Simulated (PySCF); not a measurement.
Finite-field polarisability of S (sulfur, neutral)

[Ne] 3s2 3p4, high-spin 3P determinant. Calculation: PySCF 2.14, in aug-cc-pV(T+d)Z with one added diffuse shell each of s, p, d, f type (7s6p5d3f, 71 functions); no relativity, point nucleus. Frozen: [Ne]. Energy changes in a uniform field (μhartree):

```csv
axis,F (au),HF,MP2,CCSD,CCSD(T)
x,0.0033,-98.214,-100.044,-99.380,-99.961
x,0.0066,-393.049,-400.410,-397.751,-400.086
y,0.0031,-102.700,-106.209,-105.557,-106.559
y,0.0062,-411.243,-425.376,-422.740,-426.778
```

By symmetry the remaining axis equals x.

**Question.** Derive α along x at CCSD(T) from the two fields.

**Answer.** With ΔE = −αF²/2 − γF⁴/24, α = −(16 ΔE(F) − ΔE(2F))/(6F²) = 18.35 bohr³.

**Question.** And the mean polarisability at each level?

**Answer.** The components xx, yy, zz at CCSD(T) are 18.35, 22.17, 18.35, the third axis being equal by symmetry to one of the two computed. Means: HF 19.15, MP2 19.61, CCSD 19.49, CCSD(T) 19.63 bohr³. Reference: 19.4 ± 0.1 bohr³ (recommended; Schwerdtfeger and Nagle, table of static dipole polarizabilities (2023 update)).
